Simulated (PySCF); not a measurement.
ClH6NSi3, SMILES N1[SiH2][SiH](Cl)[SiH2]1.

Coordinates come from a PBE0-D3(BJ)/def2-SVP optimisation. This is a generated structure with no PubChem entry under its InChIKey; it may be hypothetical.

Two levels are set side by side: TDDFT-PBE/def2-SVPD (PySCF) and TDDFT-CAM-B3LYP/def2-SVPD (PySCF). Vertical, same geometry. The lowest singlet is HOMO→LUMO 99 % with PBE and HOMO→LUMO 69 %, HOMO→LUMO+1 29 % with the other functional; states are paired by order. Differences are taken from unrounded values.

```tsv
quantity	TDDFT-CAM-B3LYP	TDDFT-PBE	TDDFT-PBE minus TDDFT-CAM-B3LYP
lowest singlet excitation (eV)	5.13	4.63	-0.50
lowest triplet excitation (TDA) (eV)	4.56	4.12	-0.44
first bright state (f over 0.05) (eV)	5.68	4.96	-0.73
its oscillator strength	0.11	0.07	-0.04
```

A lower first singlet is the usual sign of a functional without exact exchange. Differences between two approximate levels are no errors against the true value.

Rough cost on one machine, each run with all the roots and properties that it gave: TDDFT-CAM-B3LYP against TDDFT-PBE about 7 times.
